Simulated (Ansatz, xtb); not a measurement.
## Ranking isomers of CH4SZn

4 gas-phase structures of CH4SZn, found in a search over its isomers (lower ones may exist). Each was relaxed with GFN2-xTB:

A. `C[S][ZnH]`, a singlet
B. `[CH3][Zn][SH]`, a singlet
C. a singlet given by its coordinates
D. `S[CH2][ZnH]`, a singlet

C (Å):

```xyz
7

C     0.7035    0.4192    0.5667
S     0.6483    1.1381   -1.1335
Zn   -0.5268   -1.1385    0.2193
H    -1.4199   -1.9699   -0.6816
H     0.4697    1.2269    1.2539
H    -0.5537    1.7076   -1.0385
H     1.7536    0.1707    0.7034
```

Close contacts (Å): C1–S2 1.85, C1–Zn3 2.02, S2–Zn3 2.90, C1–H5 1.09, C1–H7 1.09, S2–H6 1.33, Zn3–H4 1.52.

Make a reasoned guess at their ranking by r2SCAN-D4/def2-SVP single-point energy.

Calculated order at r2SCAN-D4/def2-SVP: B (0.0), A (17.2), C (39.3), D (40.5) kcal/mol.

Energies above the lowest of each column, in kcal/mol; the last columns are at PBE0-D3(BJ)/def2-SVP geometries and were run for some of them only (a dash: not run or not comparable):

```
structure  GFN2-xTB  HF/STO-3G  r2SCAN-D4/def2-SVP  PBE0-D3(BJ)/def2-SVP  CCSD(T)/def2-TZVP
        B       7.0       19.6                 0.0                   0.0                0.0
        A       0.0        0.0                17.2                  14.2               15.2
        C      23.9       42.6                39.3                     –                  –
        D      25.1       38.7                40.5                     –                  –
```

CCSD(T)/def2-TZVP puts B lowest of those it was run on; GFN2-xTB picks A, HF/STO-3G picks A. Some further structures that were screened fall inside this span and aren't listed. Flexible structures stand in one conformer each, not always the lowest. B keeps a small imaginary mode. Frequencies (PBE0-D3(BJ)/def2-SVP) were run for A, B alone.

Over these structures GFN2-xTB departs from r2SCAN-D4/def2-SVP by 8.6 kcal/mol on average once a common shift is removed. A GFN2-xTB relaxation took about 0.41 s and the r2SCAN-D4/def2-SVP energy about 5.7 s on a shared host (Ansatz 0.2.0, xtb 6.7.1).
